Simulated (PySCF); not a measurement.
Compound: C₇H₁₂O.
Numbering: `[CH3:1][O:2][C@:3]12[CH2:4][CH2:5][C@H:6]([CH2:7]1)[CH2:8]2`

Geometry (GFN2-xTB, Å), atoms numbered from 1 in this order:
```
atom  x, y, z in Å
C1     2.5556   -0.3864    0.3923
O2     1.5346   -0.9336   -0.4084
C3     0.2884   -0.3342   -0.2493
C4    -0.4655   -0.4898    1.0851
C5    -1.7639    0.2526    0.7050
C6    -1.4151    0.6385   -0.7347
C7    -0.8118   -0.6683   -1.2703
C8     0.0241    1.1539   -0.5839
H9     2.3791   -0.5742    1.4570
H10    2.6519    0.6929    0.2313
H11    3.4763   -0.8823    0.0900
H12    0.0580   -0.0153    1.9143
H13   -0.6281   -1.5386    1.3287
H14   -2.6420   -0.3903    0.7533
H15   -1.9407    1.1271    1.3309
H16   -2.1615    1.1933   -1.2953
H17   -0.4601   -0.6009   -2.2953
H18   -1.3712   -1.5879   -1.1191
H19    0.4737    1.4589   -1.5251
H20    0.2130    1.8951    0.1903
```

Probes without a nucleus sit at each ring's centroid and 1 Å off its mean plane on both sides; NICS is minus the shielding there, NICSzz its component along the normal. Level: GIAO PBE0/pcSseg-1 (PySCF, non-relativistic, gas phase) on the GFN2-xTB geometry, one conformer.

Ring bond lengths (Å), with Mayer bond orders in brackets: C3–C4 1.541 (1.00), C4–C5 1.543 (1.00), C5–C6 1.531 (1.01), C6–C7 1.536 (0.93), C7–C3 1.538 (0.94); C3–C7 1.538 (0.94), C7–C6 1.536 (0.93), C6–C8 1.536 (0.94), C8–C3 1.548 (0.92).

Question: Give the NICS values of each ring in ppm.

Answer: 
```tsv
ring	type	NICS(0)	NICS(1), two faces	NICS(1)zz, two faces	rms pucker (Å)	centre to ring atoms, mean (Å)
C3–C4–C5–C6–C7	5-membered carbocycle; formal bonds all single	-9.5	-3.5 / -21.5	-3.6 / -20.2	0.33	1.23
C3–C7–C6–C8	4-membered carbocycle; formal bonds all single	-13.7	-13.0 / -5.0	-23.2 / -1.9	0.24	1.06
```

Question: What do they say, and how far can they be read as aromaticity?

Answer: 
- C3–C4–C5–C6–C7: mean NICS(1)zz -11.9 ppm, shielded. C3, C4, C5, C6, C7 have four or more neighbours, and the NICS criterion for π rings isn't applied. The two faces differ by 16.6 ppm, so no symmetry operation interchanges them.
- C3–C7–C6–C8: mean NICS(1)zz -12.6 ppm, shielded. C3, C6, C7, C8 have four or more neighbours, so the value isn't read as a sign of a π ring current. The two faces differ by 21.3 ppm, so no symmetry operation interchanges them.

Question: At the first NICS(1) probe listed for ring C3–C7–C6–C8, 1 Å off the ring, what do the in-plane components average?

Answer: The isotropic value is a third of the trace: (3 × -13.0 − (-23.2))/2 = -7.9 ppm.

Question: Give the inner angles of the rings and the Hirshfeld charges of the ring atoms.

Answer: 
- C3–C4–C5–C6–C7: C3 101.7° (+0.086 e), C4 98.6° (-0.082 e), C5 99.3° (-0.070 e), C6 101.7° (-0.026 e), C7 82.2° (-0.082 e); sum 483.5° against 540° for a flat convex ring.
- C3–C7–C6–C8: C3 86.7° (+0.086 e), C7 82.2° (-0.082 e), C6 87.2° (-0.026 e), C8 81.9° (-0.089 e); sum 338.1° against 360° for a flat convex ring.

Question: How shielded are the nuclei of the rings and their hydrogens (means over atoms taken as equivalent)?

Answer: 
```
   atoms                    environment  σ isotropic (ppm)
      C3     sp3 carbon bound to oxygen              101.0
      C4                ring CH2 carbon              160.7
      C5                ring CH2 carbon              155.1
      C6  sp3 carbon at a ring junction              156.4
 C7 (×2)      four-membered-ring carbon              143.9
H12 (×2)             methylene hydrogen              30.16
H14 (×2)             methylene hydrogen              30.02
     H16               methine hydrogen              29.64
H17 (×2)             methylene hydrogen              30.32
H18 (×2)             methylene hydrogen              30.41
```

Hardware: Arm Neoverse N1, one thread, shared host with 64 logical CPUs at a one-minute load of 56. Cost: 65 s of wall time (with the writing of density and orbital grids), 0.87 GiB resident at most. This is the whole shielding run at PBE0/pcSseg-1, SCF included.
